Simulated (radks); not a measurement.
Values are calculated unless marked as measured or tabulated.
Ionisation of Rh+, [Kr] 4d8, to Rh2+, [Kr] 4d7, under several functionals. Scalar-relativistic Kohn-Sham, spin-polarised, spherical densities, finite nucleus; open shells are filled with parallel spins first (spin-orbit coupling, left out, can overturn this in heavy ions); a radial shooting solver on a logarithmic mesh with Libxc functionals.

| functional | E(Rh+) (hartree) | Exc (hartree) | IE (eV) | -e(HOMO) (eV) | <r> HOMO (bohr) | IE error (eV) |
|---|---|---|---|---|---|---|
| exchange-only LDA | -4774.97010 | -129.42949 | 17.260 | 11.704 | 1.577 | -0.820 |
| LDA (Slater exchange, Perdew-Wang correlation) | -4779.15273 | -133.68224 | 18.883 | 13.194 | 1.561 | +0.803 |
| XLYP | -4784.81713 | -139.39542 | 18.535 | 12.869 | 1.571 | +0.455 |
| Wu-Cohen GGA | -4783.11031 | -137.69106 | 18.533 | 12.865 | 1.555 | +0.453 |
| PBE | -4783.78095 | -138.36843 | 18.521 | 12.852 | 1.559 | +0.441 |
| TASK exchange with Perdew-Wang LDA correlation | -4783.33419 | -137.70531 | 17.798 | 12.183 | 1.519 | -0.282 |

NIST Atomic Spectra Database: 18.080 eV (semi-empirical). Closest: TASK exchange with Perdew-Wang LDA correlation. The Delta-SCF values span 1.62 eV, the total energies 9.85 hartree. The highest occupied level is 4d. Open shells are spherical and high-spin; term and fine-structure splittings are not resolved.
